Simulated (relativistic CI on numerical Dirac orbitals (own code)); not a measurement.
# Line list: Forbidden lines, Hf XXXVII

Calculated at this level of theory: Dirac-Coulomb-Breit CI, KLI orbitals optimised for each configuration, model QED (radiative potential, 1s self-energy scaled to tabulated hydrogen-like ionisation energies), unscaled Slater integrals (own radial code, finite nucleus).

CI space (outside the closed core [Ar] 3d10): 4s²4p⁶, 4s²4p⁵4d, 4s4p⁶4d, 4s²4p⁵4f, 4s4p⁶4f, 4p⁶4d4f, 4s²4p⁵5s, 4p⁶4d², 4p⁵4d³, 4p⁵4d²4f, 4p⁵4d²5s, 4p⁶4f², 4p⁵4d4f², 4p⁵4f³, 4p⁵4f²5s. Double excitations out of closed p, d and f shells are left out; levels of such configurations are missing from the list, as are those of other unlisted configurations, and high levels can miss mixing partners.

| λ vac (nm) | Lower | Upper | Type | A (s⁻¹) | gf | Branching (%) |
| --- | --- | --- | --- | --- | --- | --- |
| 2.5992 | 4s²4p⁵4d ³P°0 [2] | 4s²4p⁵5s ³P°2 [34] | E2 | 8.22e+07 | 4.16e-05 | 4.4 |
| 2.6227 | 4s²4p⁵4d ³P°1 [3] | 4s²4p⁵5s ³P°2 [34] | E2 | 2.37e+08 | 1.22e-04 | 12.8 |
| 2.6244 | 4s²4p⁵4d ³F°2 [10] | 4s²4p⁵5s ³P°0 [42] | E2 | 7.93e+08 | 8.19e-05 | 42.2 |
| 2.6398 | 4s²4p⁵4d ³F°3 [4] | 4s²4p⁵5s ³P°2 [34] | E2 | 2.41e+08 | 1.26e-04 | 13.1 |
| 2.6476 | 4s²4p⁵4d ³D°2 [5] | 4s²4p⁵5s ³P°2 [34] | E2 | 2.98e+08 | 1.57e-04 | 16.1 |
| 2.7149 | 4s²4p⁵4d ³F°4 [6] | 4s²4p⁵5s ³P°2 [34] | E2 | 6.56e+08 | 3.62e-04 | 35.5 |
| 2.7246 | 4s²4p⁵4d ³P°2 [11] | 4s²4p⁵5s ³P°0 [42] | E2 | 1.06e+09 | 1.18e-04 | 56.5 |
| 2.7297 | 4s²4p⁵4d ¹D°2 [7] | 4s²4p⁵5s ³P°2 [34] | E2 | 7.42e+07 | 4.14e-05 | 4.0 |
| 2.7627 | 4s²4p⁵4d ³D°3 [8] | 4s²4p⁵5s ³P°2 [34] | E2 | 2.57e+08 | 1.47e-04 | 13.9 |
| 3.3434 | 4s4p⁶4d ³D1 [14] | 4p⁶4d² ³P1 [41] | E2 | 1.23e+08 | 6.18e-05 | n/a |
| 3.3761 | 4s4p⁶4d ³D3 [16] | 4p⁶4d² ³F4 [44] | E2 | 1.08e+08 | 1.66e-04 | n/a |
| 3.3935 | 4s4p⁶4d ³D1 [14] | 4p⁶4d² ³F3 [38] | E2 | 5.07e+07 | 6.13e-05 | n/a |
| 3.3951 | 4s4p⁶4d ³D2 [15] | 4p⁶4d² ¹G4 [40] | E2 | 5.89e+07 | 9.16e-05 | n/a |
| 3.4432 | 4s4p⁶4d ³D2 [15] | 4p⁶4d² ³F3 [38] | E2 | 1.13e+08 | 1.41e-04 | n/a |
| 3.4682 | 4s4p⁶4d ¹D2 [25] | 4p⁶4d² ¹S0 [46] | E2 | 2.14e+08 | 3.86e-05 | n/a |
| 3.4809 | 4s4p⁶4d ¹D2 [20] | 4p⁶4d² ³F4 [44] | E2 | 3.05e+07 | 4.99e-05 | n/a |
| 3.5035 | 4s4p⁶4d ³D3 [16] | 4p⁶4d² ³P1 [41] | E2 | 8.12e+07 | 4.48e-05 | n/a |
| 3.5071 | 4s4p⁶4d ³D3 [16] | 4p⁶4d² ¹G4 [40] | E2 | 5.76e+07 | 9.56e-05 | n/a |
| 3.5104 | 4s4p⁶4d ³D2 [15] | 4p⁶4d² ³P0 [37] | E2 | 2.11e+08 | 3.90e-05 | n/a |
| 3.5366 | 4s²4p⁵4f ¹D2 [23] | 4p⁶4d² ³F4 [44] | E2 | 3.41e+07 | 5.76e-05 | n/a |
| 3.5586 | 4s4p⁶4d ³D3 [16] | 4p⁶4d² ³F3 [38] | E2 | 4.83e+07 | 6.42e-05 | n/a |
| 3.5745 | 4s4p⁶4d ³D3 [24] | 4p⁶4d² ³F4 [44] | E2 | 7.19e+07 | 1.24e-04 | n/a |
| 3.5961 | 4s4p⁶4d ³D2 [15] | 4p⁶4d² ³F2 [36] | E2 | 1.12e+08 | 1.08e-04 | n/a |
| 3.6014 | 4s4p⁶4d ¹D2 [25] | 4p⁶4d² ³F4 [44] | E2 | 8.56e+07 | 1.50e-04 | n/a |
| 3.6204 | 4s4p⁶4d ¹D2 [20] | 4p⁶4d² ¹G4 [40] | E2 | 9.40e+07 | 1.66e-04 | n/a |
| 3.7177 | 4s4p⁶4d ³D3 [24] | 4p⁶4d² ³P1 [41] | E2 | 5.36e+07 | 3.33e-05 | n/a |
| 3.7218 | 4s4p⁶4d ³D3 [24] | 4p⁶4d² ¹G4 [40] | E2 | 3.80e+07 | 7.10e-05 | n/a |
| 3.7509 | 4s4p⁶4d ¹D2 [25] | 4p⁶4d² ¹G4 [40] | E2 | 2.69e+07 | 5.11e-05 | n/a |
| 3.7798 | 4s4p⁶4d ³D3 [24] | 4p⁶4d² ³F3 [38] | E2 | 3.17e+07 | 4.75e-05 | n/a |
| 3.8098 | 4s4p⁶4d ¹D2 [25] | 4p⁶4d² ³F3 [38] | E2 | 2.75e+07 | 4.19e-05 | n/a |

Terms are leading LS components. Brackets give the number of a level in order of energy, since labels repeat. The list gives strong lines, with weight on those to low levels, among the lowest 200 of 1757 levels, so that lines to higher ones, which can be the strongest, are missing. Levels whose partners in the same complex of configurations lie outside the list can be far off, and so can their lines. Rates are taken at the computed energies, electric ones in the length gauge.

At this charge energies of transitions that change n are usually good to better than 1 %, and those within a shell (Δn = 0) to a few per cent.

From the table, what is the radiative lifetime of 4s²4p⁵5s ³P°2?

The listed rates from this level add up to about 1.85e+09 s⁻¹, 100 % of its decay; with all channels τ = 5.40e-10 s.

LS names give the leading component of a level, which can be under half, so a name can repeat, a term be missing and a line seem to break the LS rules.
